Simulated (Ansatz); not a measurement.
`C[Si](F)([SiH3])Cl` + HI → `C[Si](F)(Cl)I` + SiH₄ at 400 K and 1 bar (cleavage of the Si–Si bond).

Program: Ansatz. Geometries: PBE0-D4/def2-TZVP. ΔE: electronic, gas phase. CCSD(T)/CBS is the MP2 limit (def2-TZVPP, def2-QZVPP) plus CCSD(T) − MP2 in def2-TZVPP, frozen cores. This one scheme is used for every species. Elements past krypton have def2 core potentials. For I outer-core shells are correlated without core-valence functions, which leaves a few kJ/mol of doubt a bond.

| species | CCSD(T)/CBS energy (Eh) | H − E (kJ/mol) | S (J/(mol·K)) |
| --- | --- | --- | --- |
| `C[Si](F)([SiH3])Cl` | -1179.52206 | 214.3 | 421.1 |
| HI | -298.03592 | 25.7 | 215.0 |
| `C[Si](F)(Cl)I` | -1186.13105 | 145.2 | 400.5 |
| SiH₄ | -291.46306 | 96.9 | 218.6 |

H − E and S are ideal-gas, rigid-rotor, harmonic terms from PBE0-D4/def2-TZVP, for one conformer and one mirror image of each species. 1 Eh = 2625.50 kJ/mol, R = 8.31446 J/(mol·K).

Task: By hand: ΔE, ΔH, ΔS and ΔG.

Result: ΔE = (-1186.13105) + (-291.46306) − (-1179.52206) − (-298.03592) = -0.03613 Eh = -94.9 kJ/mol. Δ(H − E) = 145.2 + 96.9 − 214.3 − 25.7 = 2.1, so ΔH = -92.8 kJ/mol. ΔS = 400.5 + 218.6 − 421.1 − 215.0 = -17.0 J/(mol·K). ΔG = -92.8 − 400 × (-17.0)/1000 = -86.0 kJ/mol.

Task: By hand: the equilibrium constant, and the temperature at which ΔG would vanish if ΔH and ΔS stayed fixed.

Result: log₁₀ K = −ΔG/(RT ln 10) = 11.2. ΔG = 0 at ΔH/ΔS = 5459 K, far beyond where these terms or the molecules hold.

ΔH outweighs TΔS. A doubt of 5 kJ/mol in ΔE shifts log₁₀ K by 0.7 here. Other conformers and mirror images would add mixing entropy, several J/(mol·K) or more a flexible species. These are equilibria of isolated gas molecules and say nothing of rates. Largest T1 diagnostic: 0.011 (customary marks: 0.02 for closed shells, 0.045 for open ones).
